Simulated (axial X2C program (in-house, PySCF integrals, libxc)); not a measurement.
**HCuH⁺: properties at the nuclei**

Calculated with an in-house all-electron X2C program for linear molecules (integrals from PySCF): two-component X2C with atomic mean-field Coulomb and Gaunt terms, Gaussian nuclei, basis H dyall-v3z, Cu dyall-v3z with contracted cores.

H–Cu–H held linear, with bonds 1.600 and 1.600 Å (near the PBE0 minimum at charge 1 of the determinant lowest at the starting distance; the state shown can have its own minimum elsewhere, held linear; other orders of the atoms were not compared).

Input and command:
```json
{"zs": [1, 29, 1], "q": 1, "bas": ["dyall-v3z", "dyall-v3z", "dyall-v3z"], "r0": [1.44, 1.44], "symm": 1, "scan": ["PBE0", "HF", "B3LYP"], "levels": ["PBE0", "HF", "PBE"], "nst": 2}
```
```bash
python solin.py task.json out
```

Keys: zs atomic numbers; q charge; bas basis sets; r0 starting distance in Å; symm equal bonds; scan levels of the two-bond scan; levels methods; nst determinants followed.

Determinant lowest in the PBE0 search, Ω = 1 (⟨Sz⟩ = 1.00, ⟨Lz⟩ = 0.00 at PBE0), spin on the atoms H 0.30, Cu 0.40, H 0.30:

```csv
level,A∥/gI H (MHz),qzz H (a.u.),A∥/gI Cu (MHz),qzz Cu (a.u.)
PBE0,90.5,0.07,1100,1.02
HF,90.9,0.09,-164,2.48
PBE,90.5,0.07,1300,0.89
```

A∥ (defined per Ω) follows by multiplying with gI = μI/(I μN); qzz is the electric field gradient, eQq0 = 234.96 MHz × Q/barn × qzz. The operators were transformed with the bare-nucleus X2C matrices; with these basis sets, hyperfine constants and field gradients can be off by tens of per cent, and where levels differ in sign neither size nor sign is settled.

(1) With gI(1H) = 5.5857 (g factors from the IAEA table of nuclear moments by Stone), turn the PBE0 values of the first state into constants in MHz.

The molecule was held linear; bending was not examined, so a bent shape may lie lower.

Each state is one determinant with collinear spin, which with several unpaired electrons need not be a pure state. Unrestricted Hartree–Fock can overshoot spin polarisation at the nuclei. With several open shells hyperfine constants can be off by a factor of several. Open-shell Ω = 0 determinants with evenly filled partner blocks cannot be reached by this program, so the Ω shown need not be the lowest component. The search compared states at one distance, so a state with another bond length can lie lower. Further determinants of the search, some of them spin-mixed, are not shown. Where a field gradient or hyperfine factor spreads by more than a factor of two over the levels, a constant derived from it is not to be relied on.

## Answers

(1) A∥(1H) = 90.5 × 5.5857 = 506 MHz.
